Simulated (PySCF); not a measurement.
Species: Cu(AsH3)Cl (singlet state).
SMILES: `[Cl][Cu]<-[AsH3]`

Level of theory: TDDFT B3LYP/def2-SVPD, vertical, gas phase, core orbitals frozen in the response (PySCF 2.14.0, density-fitted response routines). Geometry: PBE0-D3(BJ)/def2-SVP; no solvent, vibrations or thermal averaging. Relativistic effects, spin–orbit coupling among them, are left out although an element past zinc is present.

Computed states:

```json
{"state": "S1", "E (eV)": "4.59", "f": "0.0000"}
{"state": "S2", "E (eV)": "4.62", "f": "0.0002"}
{"state": "S3", "E (eV)": "4.62", "f": "0.0001"}
{"state": "S4", "E (eV)": "4.73", "f": "0.0011"}
{"state": "S5", "E (eV)": "4.73", "f": "0.0011"}
{"state": "S6", "E (eV)": "4.89", "f": "0.070"}
{"state": "S7", "E (eV)": "4.93", "f": "0.032"}
{"state": "S8", "E (eV)": "4.94", "f": "0.032"}
{"state": "S9", "E (eV)": "5.37", "f": "0.048"}
{"state": "S10", "E (eV)": "5.40", "f": "0.0000"}
{"state": "S11", "E (eV)": "5.43", "f": "0.042"}
{"state": "S12", "E (eV)": "5.56", "f": "0.0060"}
{"state": "S13", "E (eV)": "5.56", "f": "0.0060"}
{"state": "S14", "E (eV)": "5.66", "f": "0.0000"}
{"state": "S15", "E (eV)": "5.66", "f": "0.0000"}
```

Each state is given a Gaussian of 0.4 eV full width at half maximum, with ε(max) = 2.175×10⁸ f / Δν̃ (Δν̃ the width in cm⁻¹). The width is an assumption, not a result. The curve ends short of the highest state used, and states not computed would add to its high-energy end.

Question: What does the envelope look like, and where are its maxima?

Answer: 
(λ (nm), ε (L mol⁻¹ cm⁻¹)): (245.2, 7129), (247.1, 7957), (249.0, 8657), (250.9, 9091), (252.8, 9175), (254.6, 8909), (256.5, 8298), (258.4, 7425), (260.3, 6391), (262.1, 5359), (264.0, 4299), (265.9, 3336), (267.8, 2508), (269.7, 1831), (271.5, 1324), (273.4, 917), (275.3, 621), (277.2, 411), (279.1, 266), (280.9, 174), (282.8, 109), (284.7, 68), (286.6, 41), (288.5, 25), (290.3, 15), (292.2, 9), (294.1, 5), (296.0, 3), (297.9, 2), (299.7, 1), (301.6, 1), (303.5, 0), (305.4, 0), (307.3, 0), (309.1, 0), (311.0, 0)

Maxima: 252 nm (4.91 eV), ε about 9200, made up of S6 (51%), S7 (24%) and S8 (23%) (ε in L mol⁻¹ cm⁻¹; maxima over ε = 5, shares over 10%).

Question: On this curve, what absorbance would a 10⁻³ mol/L sample give at 254 nm over a 1 cm path?

Answer: 254 nm is 4.881 eV, where ε is about 9000 L mol⁻¹ cm⁻¹, so A = ε c l ≈ 9 (Beer–Lambert, with the gas-phase spectrum and the assumed width).

Question: What would ε be at 4.91 eV, the highest of these maxima, with half the width (0.2 eV)?

Answer: About 17500 L mol⁻¹ cm⁻¹ against 9190, a factor of about 1.9; a lone state at its own centre would give exactly 2.

Question: Coming from long wavelengths, where does ε first pass 100 L mol⁻¹ cm⁻¹?

Answer: At about 283 nm (4.38 eV), 0.21 eV below S1.
